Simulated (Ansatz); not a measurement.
Job for Ansatz (a first-principles code): R-BLYP/def2-TZVPP on CH6GaN (SMILES [CH3][GaH][NH2]), a point of a torsion scan.

Ansatz 0.2 input:
```yaml
crystal:
  periodic: [false, false, false]
  atoms:
    - {symbol: C, position_ang: [-1.52604725, 0.14488038, -0.24043251]}
    - {symbol: Ga, position_ang: [0.24993908, -0.39512884, 0.57667499]}
    - {symbol: N, position_ang: [1.87476455, 0.23228760, -0.00467911]}
    - {symbol: H, position_ang: [-2.35427700, 0.08169377, 0.46791318]}
    - {symbol: H, position_ang: [-1.46454149, 1.17143409, -0.61369943]}
    - {symbol: H, position_ang: [-1.75977948, -0.50328430, -1.08866133]}
    - {symbol: H, position_ang: [0.41267731, -1.41989186, 1.74775891]}
    - {symbol: H, position_ang: [2.60181764, -0.38385278, -0.35154503]}
    - {symbol: H, position_ang: [1.91674017, 1.07482759, -0.57241507]}
basis:
  gaussian:
    orbitals: def2-TZVPP
hamiltonian:
  xc: {name: BLYP}
scf: {lower_state_search: off}
```

Give the final energy of this run.

-2021.3949 hartree.
